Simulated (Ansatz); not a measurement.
Frontier orbitals of BClH5NOSi (`NB(O)[SiH2]Cl`).

Z-matrix (Å, degrees):
```
Si
Cl 1 2.076
B 1 2.031 2 108.8
H 1 1.488 2 107.0 3 122.8
H 1 1.488 2 107.0 3 -122.8
O 3 1.374 1 123.7 2 180.0
N 3 1.394 1 118.1 2 -0.0
H 6 0.957 3 114.9 1 -0.0
H 7 1.005 3 122.5 1 0.0
H 7 1.007 3 122.6 1 180.0
```

Total charge 0; spin multiplicity 1. The geometry is a stationary point of PBE0-D4/def2-TZVP. It is one conformer, not always the lowest. Basis def2-TZVPP, Ansatz.

| functional | HOMO (eV) | LUMO (eV) | gap (eV) |
| --- | --- | --- | --- |
| PBE | -6.65 | -1.13 | 5.52 |
| revPBE | -6.60 | -1.01 | 5.59 |
| B97M-V | -7.05 | -0.90 | 6.15 |
| PBE0 | -7.96 | -0.28 | 7.68 |
| r2SCANh | -7.42 | -0.45 | 6.97 |
| r2SCAN0 | -8.15 | -0.04 | 8.11 |
| CAM-B3LYP | -9.34 | 0.68 | 10.02 |
| ωB97X-V | -10.32 | 1.74 | 12.06 |
| ωB97M-V | -10.11 | 1.41 | 11.52 |

A quarter of exact exchange (PBE0) shifts PBE's HOMO by −1.31 eV and its LUMO by +0.86 eV; full exchange at long range (ωB97M-V) shifts them by −3.46 and +2.54 eV. The gap opens from 5.52 to 11.52 eV, since occupied levels lose self-interaction and empty ones feel all the electrons. A positive LUMO is unbound and depends on the basis.
